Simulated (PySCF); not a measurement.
# Identify the compound

An unknown has the formula C5H13BO2. Its calculated NMR data are:

1H NMR (400 MHz, computed): δ 3.64 (s, 6H), 0.90 (m, 6H), 0.87 (m, 1H).

13C{1H} NMR (computed): δ 52.2 (CH3, 2C), 19.2 (CH3, 2C), 12.3 (CH).

How the numbers were obtained: PBE0-D3(BJ)/def2-SVP geometry, CAM-B3LYP/pcSseg-1 with gauge-including orbitals, in PySCF 2.14.0 with density-fitted response routines (one conformer, non-relativistic, gas phase, fast rotation and ring inversion assumed for equivalent nuclei).

Chemical shifts δ = σref − σ; TMS for 1H (31.33 ppm), 13C (182.45 ppm), all at this level.

**Question.** Propose a structure and justify it.

**Answer.** 
1. 3 carbon signals for 5 carbons: some carbons are equivalent by symmetry or fast rotation.
2. Carbon types of the structure: 1 × CH, 4 × CH3, which accounts for all hydrogens.
3. δC 52.2: methyl carbon bonded to O; deshielded by the electronegative neighbour.
4. δC 19.2: methyl carbon; a saturated carbon with 1 carbon neighbour and no heteroatom attached.
5. δC 12.3: sp3 CH bonded to B.
6. δH 3.64: hydrogen on a methyl carbon bonded to O; its carbon carries O, which withdraws density.
7. δH 0.90: hydrogen on a methyl carbon.
8. δH 0.87: hydrogen on an sp3 CH bonded to B.

Structure: SMILES COB(OC)C(C)C.

The data come from this structure; uniqueness wasn't tested.

A carbon bonded to boron is broadened by the quadrupolar boron nucleus and is often missing from a measured spectrum. Shifts are as computed, not scaled to solution data. Of 1211 compounds with measured shifts, 218 miss one by over three times the rms of a fit or turn the order of signals round; such compounds aren't used in these exercises. Multiplicities follow the n + 1 count of equivalent neighbours, as no J values were calculated; m marks all less simple cases, F and P coupling included.
